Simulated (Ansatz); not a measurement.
Coupled-cluster diagnostics for the cluster Si₂O₂, Ansatz.

Geometry of the singlet (PBE0-D4/def2-TZVP):

```xyz
4

Si    0.804   -0.652   -0.833
Si    0.458    0.883    0.881
O    -0.710    0.421   -0.521
O    -0.552   -0.652    0.472
```

Correlated methods freeze 12 core orbitals. The structure holds 1 bond(s) between oxygen atoms. Another isomer (singlet) lies 5.98 eV lower at PBE0-D4/def2-TZVP; other spin states weren't run for this one.

Task: Estimate the CCSD(T) correlation energy, the shares of MP2 and (T), T1 and the reference's ⟨S²⟩ for: charge 0, singlet, own geometry in def2-TZVPP; and the rough time on 4 threads of Arm Neoverse V1 on a shared host.

Result: 
```tsv
state	basis	correlation (eV)	MP2 share (%)	(T) share (%)	T1	⟨S²⟩ (pure)	wall time	remarks
charge 0, singlet, own geometry	def2-TZVPP	-19.826	93.1	5.2	0.024	0.00 (0.00)	8 s	large T1 (0.024)
```
Customary marks for T1 are 0.02 (closed shells), 0.045 (open shells) and about 0.05 (3d metals). T1 exceeds 0.02 in 1 of 1 rows and 0.045 in 0; the higher it lies, the less the single-reference result can be trusted.
